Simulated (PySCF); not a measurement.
C3H6O2Si, SMILES C=C1OC([SiH3])O1. Atoms are numbered in the order given.

```xyz
12

C      2.5828     0.5354     0.0000
C      1.3630     0.0126     0.0000
O      0.5243    -0.3429     1.0152
C     -0.4097    -0.7173     0.0000
Si    -2.0005     0.3558     0.0000
O      0.5243    -0.3429    -1.0152
H      3.0771     0.7457    -0.9465
H      3.0771     0.7457     0.9465
H     -0.5889    -1.8093     0.0000
H     -2.7902     0.0274     1.2218
H     -2.7902     0.0274    -1.2218
H     -1.5832     1.7846     0.0000
```

Geometry optimised at PBE0-D3(BJ)/def2-SVP. This is a generated structure with no PubChem entry under its InChIKey; it may be hypothetical.

Method: PBE/def2-TZVP (PySCF).

Isolated molecule, no solvent.

| Quantity | Value |
|---|---|
| total energy | -557.44855 hartree |
| point group | Cs |
| highest occupied level | -5.09 eV |
| lowest empty level | -0.73 eV |
| orbital gap | 4.36 eV |
| dipole moment | 1.67 D |
| quadrupole, principal values (traceless, Buckingham form, about the centre of nuclear charge) | -3.27, -0.57, 3.84 D·Å |
| mean static polarisability | 72.9 bohr³ (10.80 Å³) |
| polarisability, principal values | 57.4, 58.6, 102.7 bohr³ |
